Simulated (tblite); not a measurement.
Record of a relaxation.

Compound: C4H4BFN (doublet state).
SMILES with atom numbers: `[N:1]#[C:2][B:3]([F:4])[C:5]1[CH2:6][CH2:7]1` (hydrogens: H8, H9 on C6; H10, H11 on C7)
Bond orders are those of one Lewis drawing.

Computed with GFN2-xTB (tblite), gas phase: L-BFGS steps from a force-field or distance-geometry start until the largest atomic force falls under 0.01 eV/Å. 14 of its 80 geometries are shown.

Step 0: E = -526.2584 eV, largest atomic force 4.084 eV/Å
```
atom  x, y, z in Å  |  force x, y, z in eV/Å
N1      3.385   -0.060   -0.180   -2.629   1.064  -0.005
C2      2.308    0.400   -0.160    2.525  -0.894   0.240
B3      0.909    0.993   -0.108   -1.317   2.345  -1.018
F4      0.708    2.345    0.381    0.442  -2.942  -0.947
C5     -0.326    0.214   -0.775    0.983  -0.030   3.964
C6     -1.502    0.060    0.177    0.444  -0.095  -0.604
C7     -0.597   -1.120   -0.108   -0.436   0.168  -0.730
H8     -2.481   -0.005   -0.312    0.314   0.332   0.711
H9     -1.376    0.469    1.208   -0.694   0.070  -1.196
H10    -1.068   -1.883   -0.763    0.739   0.258   0.799
H11     0.046   -1.411    0.753   -0.371  -0.277  -1.216
```

Step 6: E = -527.2319 eV, largest atomic force 1.001 eV/Å
```
atom  x, y, z in Å  |  force x, y, z in eV/Å
N1      3.341   -0.054   -0.174    0.873  -0.484   0.079
C2      2.312    0.438   -0.165   -0.144   0.344  -0.279
B3      0.943    1.065   -0.208   -0.547   0.086   0.055
F4      0.727    2.257    0.336    0.105   0.446  -0.091
C5     -0.255    0.219   -0.543    0.036  -0.026  -0.131
C6     -1.510    0.051    0.181   -0.138   0.037   0.172
C7     -0.611   -1.126   -0.114   -0.021  -0.261   0.148
H8     -2.485    0.046   -0.280    0.068   0.166  -0.138
H9     -1.480    0.497    1.161   -0.374   0.048   0.270
H10    -1.009   -1.898   -0.751    0.123   0.072  -0.209
H11     0.032   -1.492    0.671    0.018  -0.426   0.123
```

Step 12: E = -527.4225 eV, largest atomic force 0.599 eV/Å
```
atom  x, y, z in Å  |  force x, y, z in eV/Å
N1      3.364   -0.075   -0.154    0.114   0.079  -0.184
C2      2.381    0.504   -0.281   -0.507   0.025   0.299
B3      0.951    1.091   -0.197    0.440   0.374  -0.161
F4      0.780    2.363    0.212    0.070  -0.350  -0.246
C5     -0.238    0.201   -0.397    0.288   0.025   0.436
C6     -1.532    0.021    0.249    0.017  -0.028  -0.096
C7     -0.630   -1.164   -0.053   -0.011   0.082  -0.154
H8     -2.426    0.112   -0.343   -0.192  -0.080  -0.177
H9     -1.663    0.463    1.226    0.046  -0.199   0.213
H10    -0.954   -1.836   -0.834   -0.102  -0.002  -0.080
H11    -0.027   -1.677    0.686   -0.164   0.073   0.150
```

Step 18: E = -527.5684 eV, largest atomic force 0.406 eV/Å
```
atom  x, y, z in Å  |  force x, y, z in eV/Å
N1      3.398   -0.037   -0.221   -0.186   0.140  -0.136
C2      2.392    0.517   -0.297    0.252  -0.061   0.105
B3      0.995    1.141   -0.208    0.185  -0.048   0.235
F4      0.855    2.460   -0.026   -0.044  -0.161  -0.149
C5     -0.158    0.199   -0.097   -0.130   0.199  -0.329
C6     -1.548    0.001    0.292   -0.142  -0.188   0.090
C7     -0.641   -1.173   -0.021   -0.123  -0.039   0.062
H8     -2.333    0.156   -0.442    0.059   0.231   0.210
H9     -1.825    0.256    1.310   -0.059  -0.078  -0.136
H10    -0.903   -1.706   -0.930    0.285  -0.008   0.085
H11    -0.227   -1.810    0.753   -0.097   0.013  -0.036
```

Step 24: E = -527.6277 eV, largest atomic force 0.150 eV/Å
```
atom  x, y, z in Å  |  force x, y, z in eV/Å
N1      3.432   -0.013   -0.301   -0.005   0.062   0.007
C2      2.417    0.521   -0.238    0.049  -0.125  -0.038
B3      1.013    1.127   -0.156   -0.093  -0.118   0.001
F4      0.874    2.453   -0.147   -0.061   0.079   0.011
C5     -0.170    0.213   -0.058   -0.009  -0.067   0.126
C6     -1.572   -0.019    0.301    0.027   0.122  -0.023
C7     -0.652   -1.167   -0.018   -0.039  -0.009   0.016
H8     -2.333    0.247   -0.422   -0.025   0.037   0.021
H9     -1.882    0.152    1.326    0.028   0.011  -0.069
H10    -0.799   -1.693   -0.952    0.065  -0.021  -0.036
H11    -0.323   -1.819    0.781    0.065   0.027  -0.015
```

Step 30: E = -527.6332 eV, largest atomic force 0.051 eV/Å
```
atom  x, y, z in Å  |  force x, y, z in eV/Å
N1      3.443    0.000   -0.308   -0.011   0.014  -0.006
C2      2.414    0.507   -0.246    0.032   0.016  -0.005
B3      1.011    1.116   -0.149   -0.031  -0.017  -0.031
F4      0.864    2.446   -0.162    0.000  -0.044   0.025
C5     -0.169    0.207   -0.029   -0.022  -0.003   0.001
C6     -1.576   -0.013    0.299   -0.001   0.007   0.015
C7     -0.660   -1.169   -0.015    0.050   0.004  -0.003
H8     -2.333    0.273   -0.421    0.029   0.004  -0.006
H9     -1.891    0.146    1.323   -0.011   0.007  -0.007
H10    -0.770   -1.688   -0.959    0.000   0.014   0.016
H11    -0.327   -1.822    0.782   -0.034  -0.001   0.001
```

Step 36: E = -527.6342 eV, largest atomic force 0.035 eV/Å
```
atom  x, y, z in Å  |  force x, y, z in eV/Å
N1      3.449    0.009   -0.314    0.022  -0.001  -0.010
C2      2.417    0.508   -0.254   -0.013   0.021  -0.015
B3      1.010    1.110   -0.156    0.007   0.023   0.025
F4      0.861    2.439   -0.166    0.004  -0.013   0.008
C5     -0.167    0.204   -0.011    0.015  -0.019  -0.007
C6     -1.577   -0.014    0.303    0.001   0.005  -0.009
C7     -0.660   -1.170   -0.010   -0.004  -0.008  -0.001
H8     -2.320    0.284   -0.426   -0.007   0.003  -0.010
H9     -1.906    0.140    1.323    0.000   0.000   0.000
H10    -0.758   -1.678   -0.961   -0.008  -0.011   0.008
H11    -0.343   -1.832    0.786   -0.015   0.001   0.010
```

Step 43: E = -527.6362 eV, largest atomic force 0.074 eV/Å
```
atom  x, y, z in Å  |  force x, y, z in eV/Å
N1      3.473    0.041   -0.347   -0.052   0.042  -0.032
C2      2.433    0.525   -0.281    0.047  -0.035   0.039
B3      1.018    1.100   -0.144    0.005  -0.011  -0.017
F4      0.845    2.426   -0.127    0.016   0.020   0.009
C5     -0.152    0.184    0.000   -0.015   0.008   0.013
C6     -1.572   -0.005    0.290   -0.020  -0.038   0.006
C7     -0.669   -1.180    0.001   -0.051  -0.010   0.009
H8     -2.303    0.303   -0.447    0.033  -0.003  -0.016
H9     -1.916    0.148    1.305    0.011   0.027  -0.002
H10    -0.760   -1.697   -0.947    0.008  -0.004   0.000
H11    -0.392   -1.842    0.812    0.019   0.004  -0.009
```

Step 49: E = -527.6377 eV, largest atomic force 0.037 eV/Å
```
atom  x, y, z in Å  |  force x, y, z in eV/Å
N1      3.488    0.073   -0.387    0.010   0.006  -0.013
C2      2.441    0.534   -0.287   -0.013  -0.016   0.000
B3      1.020    1.089   -0.133    0.011  -0.015   0.018
F4      0.841    2.414   -0.092   -0.004   0.000  -0.001
C5     -0.148    0.167    0.004    0.003   0.024   0.004
C6     -1.573   -0.004    0.281    0.016   0.011  -0.004
C7     -0.682   -1.191    0.009    0.030   0.015   0.004
H8     -2.284    0.314   -0.470   -0.016  -0.013   0.005
H9     -1.919    0.167    1.293   -0.032   0.008  -0.016
H10    -0.762   -1.715   -0.935   -0.016  -0.001  -0.001
H11    -0.418   -1.846    0.830    0.011  -0.018   0.003
```

Step 55: E = -527.6385 eV, largest atomic force 0.022 eV/Å
```
atom  x, y, z in Å  |  force x, y, z in eV/Å
N1      3.498    0.093   -0.414    0.013  -0.017  -0.005
C2      2.445    0.533   -0.290   -0.001   0.016  -0.006
B3      1.024    1.082   -0.119    0.000   0.001  -0.001
F4      0.844    2.408   -0.078    0.005  -0.010   0.009
C5     -0.145    0.163    0.015   -0.003  -0.004   0.004
C6     -1.573   -0.003    0.277   -0.010   0.005   0.000
C7     -0.684   -1.194    0.017   -0.006   0.003   0.002
H8     -2.275    0.313   -0.483   -0.010  -0.012  -0.013
H9     -1.936    0.178    1.281   -0.002  -0.006   0.008
H10    -0.767   -1.718   -0.927    0.010   0.007  -0.001
H11    -0.427   -1.853    0.836    0.004   0.016   0.002
```

Step 61: E = -527.6387 eV, largest atomic force 0.019 eV/Å
```
atom  x, y, z in Å  |  force x, y, z in eV/Å
N1      3.501    0.093   -0.422   -0.019   0.004  -0.001
C2      2.448    0.533   -0.293    0.003  -0.012  -0.006
B3      1.026    1.080   -0.116   -0.005   0.010  -0.001
F4      0.846    2.405   -0.066    0.012   0.006   0.007
C5     -0.146    0.164    0.013   -0.003  -0.003  -0.001
C6     -1.575   -0.001    0.275   -0.001  -0.007  -0.003
C7     -0.685   -1.192    0.019    0.005  -0.004   0.001
H8     -2.279    0.304   -0.489    0.003   0.003   0.005
H9     -1.939    0.183    1.278   -0.001  -0.002  -0.008
H10    -0.768   -1.718   -0.924    0.010   0.000   0.005
H11    -0.423   -1.849    0.840   -0.005   0.005   0.002
```

Step 67: E = -527.6392 eV, largest atomic force 0.019 eV/Å
```
atom  x, y, z in Å  |  force x, y, z in eV/Å
N1      3.500    0.099   -0.450    0.005  -0.017  -0.007
C2      2.446    0.530   -0.307   -0.015   0.004   0.001
B3      1.028    1.079   -0.108    0.001  -0.004   0.007
F4      0.860    2.404   -0.033   -0.014   0.008   0.001
C5     -0.148    0.165    0.018   -0.002   0.017   0.003
C6     -1.579   -0.003    0.266    0.001   0.009  -0.001
C7     -0.683   -1.192    0.026   -0.001   0.010   0.001
H8     -2.279    0.298   -0.504    0.011   0.004  -0.012
H9     -1.953    0.186    1.264    0.003  -0.005   0.003
H10    -0.753   -1.722   -0.915    0.004  -0.013   0.011
H11    -0.432   -1.840    0.856    0.007  -0.013  -0.008
```

Step 73: E = -527.6395 eV, largest atomic force 0.025 eV/Å
```
atom  x, y, z in Å  |  force x, y, z in eV/Å
N1      3.490    0.087   -0.465   -0.006  -0.016  -0.005
C2      2.440    0.525   -0.312   -0.005   0.018   0.002
B3      1.027    1.083   -0.102   -0.001   0.020   0.005
F4      0.866    2.410   -0.021   -0.005  -0.019  -0.001
C5     -0.151    0.173    0.024    0.004  -0.024   0.005
C6     -1.583   -0.003    0.263    0.011  -0.011  -0.001
C7     -0.678   -1.188    0.030    0.002  -0.008   0.005
H8     -2.276    0.294   -0.514    0.007  -0.001   0.006
H9     -1.964    0.182    1.259   -0.001   0.003  -0.012
H10    -0.737   -1.724   -0.909   -0.004   0.015  -0.006
H11    -0.428   -1.837    0.860   -0.002   0.021   0.002
```

Step 79: E = -527.6401 eV, largest atomic force 0.008 eV/Å
```
atom  x, y, z in Å  |  force x, y, z in eV/Å
N1      3.474    0.074   -0.512   -0.003   0.000  -0.002
C2      2.434    0.528   -0.330    0.003  -0.003   0.002
B3      1.028    1.087   -0.083   -0.001  -0.002   0.001
F4      0.867    2.411    0.021   -0.003   0.005  -0.001
C5     -0.147    0.173    0.042    0.001   0.000  -0.001
C6     -1.582   -0.003    0.252   -0.001   0.002  -0.001
C7     -0.672   -1.188    0.042    0.002   0.000   0.000
H8     -2.257    0.292   -0.542   -0.004  -0.004   0.000
H9     -1.989    0.184    1.237    0.005   0.006   0.001
H10    -0.713   -1.728   -0.895    0.006   0.004   0.000
H11    -0.437   -1.829    0.882   -0.004  -0.007   0.000
```

**Question.** Summarise the path.

**Answer.** The energy falls by 1.3817 eV from step 0 to step 79; nine tenths of that is first reached at step 15. It falls at every step. The largest force goes from 4.084 to 0.008 eV/Å. Among the bonds B3–F4 changes most, from 1.452 to 1.338 Å; the atoms move by 0.464 Å rms after alignment.

The cost below is that of the whole relaxation. The run took 0.19 s wall on AMD EPYC 9B45, one thread, no GPU, on a shared host.
